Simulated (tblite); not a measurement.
C3H10N2OSi.
Structure used (GFN2-xTB), in Å, numbered top down from 1:
```
atom  x, y, z in Å
N1    -1.0816   -1.1306    1.5646
C2    -1.2690   -1.2195    0.3280
C3    -1.7362   -0.1503   -0.6104
C4    -0.5057    0.5051   -1.2636
O5     0.1900    1.2630   -0.3282
Si6    1.6942    1.0796    0.2599
N7     1.9538   -0.5402    0.7839
H8    -1.3184   -0.2215    1.9635
H9    -1.0071   -2.1697   -0.1317
H10   -2.2858    0.6225   -0.0681
H11   -2.3702   -0.5735   -1.3902
H12   -0.8382    1.1781   -2.0641
H13    0.1334   -0.2686   -1.7020
H14    1.6290    2.1494    1.2510
H15    2.7159    1.2796   -0.7695
H16    2.8585   -0.7933    1.1444
H17    1.2304   -0.9980    1.3215
```

Calculated harmonic vibrations of the isolated species, GFN2-xTB (tblite), most abundant isotopes, no scaling. This tight-binding method is rough: wavenumbers can miss measured ones by several per cent, in bad cases by 10 to 20. Modes of hydrogen on silicon can be 10 to 20 % off. One conformer, not necessarily the lowest.

Harmonic wavenumbers (cm⁻¹): 49.1, 69.4, 92.0, 109.2, 164.9, 273.2, 286.1, 317.8, 405.0, 466.0, 553.0, 590.3, 621.7, 725.3, 746.2, 755.9, 792.7, 852.2, 898.4, 908.0, 945.1, 1023.5, 1066.4, 1086.7, 1113.6, 1164.5, 1226.6, 1240.3, 1295.9, 1335.3, 1354.6, 1454.7, 1477.4, 1520.7, 1741.9, 2229.3, 2279.5, 2893.6, 2926.2, 2981.6, 2988.1, 2999.7, 3307.7, 3431.3, 3514.6.

A = 3082, B = 1653, C = 1225 MHz; mass 118.056 u (most abundant isotopes); point group C1, symmetry number 1.

Task: Zero-point energy?

Result: ½Σν̃ = 29138 cm⁻¹ = 348.56 kJ/mol.

Task: Give the ideal-gas entropy at 400 K and 1 bar in the rigid-rotor, harmonic-oscillator model (classical rotation).

Result: Translation 174.47, rotation 122.22, vibration 157.06: S = 453.7 J/(mol K).

Task: And Cp and H(400 K) − H(0)?

Result: Cp = 188.11 J/(mol K), of which vibrations give 154.85 (their classical limit is 45 R = 374.2); H(400 K) − H(0) = 45.25 kJ/mol without the zero-point energy, 31.94 from vibrations.

Task: Which modes carry the vibrational entropy at 400 K?

Result: 49.1 cm⁻¹: 22.74; 69.4 cm⁻¹: 19.87; 92.0 cm⁻¹: 17.55; 109.2 cm⁻¹: 16.14; 164.9 cm⁻¹: 12.78; 273.2 cm⁻¹: 8.79 J/(mol K); the other 39 give 59.20 together.

Task: Blend soft modes into free rotors: weight 1/[1 + (100 cm⁻¹/ν̃)⁴] for the oscillator and the rest for a rotor with moment μB/(μ + B), μ = h/(8π²ν), B = 10⁻⁴⁴ kg m². What vibrational entropy results?

Result: 142.70 J/(mol K) in place of 157.06, which changes −T·S at 400 K by +5.74 kJ/mol.

Task: How do the functions run with temperature in this model?

Result: 
| T (K) | S (J/(mol K)) | Cp (J/(mol K)) | H − H(0) (kJ/mol) | G − H(0) (kJ/mol) | ln q(vib) |
| --- | --- | --- | --- | --- | --- |
| 100 | 287.7 | 76.8 | 5.52 | -23.25 | 1.83 |
| 200 | 351.9 | 112.9 | 14.98 | -55.39 | 4.40 |
| 300 | 405.0 | 151.8 | 28.21 | -93.28 | 6.87 |
| 500 | 499.1 | 218.6 | 65.63 | -183.92 | 11.67 |
| 800 | 616.8 | 281.4 | 141.49 | -351.95 | 18.46 |
| 1000 | 682.7 | 308.7 | 200.64 | -482.04 | 22.63 |

q(vib) and H(0) count from the zero-point level.

Hindered rotation and anharmonicity are outside this model. Other conformers, if any are populated, would add a mixing term that is left out. The structure is chiral; the term R ln 2 for an equal mix with its mirror image is left out.

Hardware: one thread, Intel Xeon at 2.50 GHz (x86_64), shared host with 64 logical CPUs at a one-minute load of 62. Cost: 1.6 s of wall time. The figure is for the frequency step alone.
